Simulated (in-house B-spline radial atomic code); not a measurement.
Stripping iodine of all its electrons. The total binding energy is the sum of the 53 successive ionisation energies. Configuration: [Kr] 4d10 5s2 (5p1/2)2 (5p3/2)3. Level of theory: Dirac-Hartree-Fock, average of the jj configuration, Fermi nucleus of rms radius 4.75 fm; calculated with a radial B-spline atomic code at the basis-set limit.

Dirac-Coulomb total energy: -7115.8071 hartree. First-order corrections (hartree): Breit 5.354, self-energy 4.107, vacuum polarisation -0.5479, recoil 0.0207.

(1) What total binding energy follows, and how does it compare with the sum of NIST's ionisation energies?

(2) What share of the binding belongs to the last two electrons?

Results:

(1) 193388 eV from the corrected total, against 193402 ± 24 eV from NIST's table (measured, semi-empirical and theoretical entries, uncertainties added in quadrature). The difference, +14 eV, is within about twice the table's uncertainty, so it can't show the correlation energy.

(2) 41 % by NIST's values (78438.5 eV).
